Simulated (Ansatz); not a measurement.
A nudged elastic band was laid between two geometries of BrCl₂HOSi (6 atoms, charge 0, multiplicity 1).

Computed with RKS PBE-D4/def2-SVP (Ansatz 0.2.0).

```yaml
movable_images: 5
climbing_image: yes
spring: 5.0 eV/Å²
optimiser: quadratic models (default)
start_path: straight line
force_threshold: 0.05 eV/Å
iteration_limit: 60
end_points: relaxed
```

Initial state:

```xyz
6
Properties=species:S:1:pos:R:3
Si -0.127 0.198 0.196
Br -1.205 1.161 -1.494
O 0.352 -1.338 -0.191
H 0.864 -1.426 -1.017
Cl 1.481 1.393 0.689
Cl -1.365 0.013 1.817
```

Final state:

```xyz
6
Properties=species:S:1:pos:R:3
Si -0.007 0.262 0.159
Br -1.087 1.219 -1.533
O 0.789 -1.102 -0.333
H 0.256 -1.751 -0.828
Cl 1.430 1.524 0.893
Cl -1.380 -0.152 1.643
```

Task: What changes between the two ends?

Result: No bond is made or broken.  The two ends are copies of one structure, up to a mirror image or an exchange of like atoms.

Task: What energy profile does the band end with?

Result: The run converged. The highest image is number 2 of 0 to 6, 0.011 eV above the ends, which have the same energy within 2 meV. Another band between the same ends (5 images) ends at a top of the same energy, where a vibrational analysis finds 1 clearly imaginary mode.

```
image  path coordinate (Å)  energy (eV)
    0                 0.00        0.000
    1                 0.29        0.005
    2                 0.58        0.011
    3                 0.72        0.010
    4                 0.87        0.006
    5                 1.01        0.002
    6                 1.16        0.000
```

Task: What is the geometry of the highest image?

Result: 
```xyz
6
Properties=species:S:1:pos:R:3
Si -0.046 0.218 0.220
Br -1.097 1.079 -1.545
O 0.612 -1.248 -0.179
H 0.465 -1.524 -1.101
Cl 1.439 1.498 0.835
Cl -1.373 -0.021 1.770
```

Run time: 2.6 min on 2 threads of Arm Neoverse N1 (shared host), peak memory 0.17 GiB.
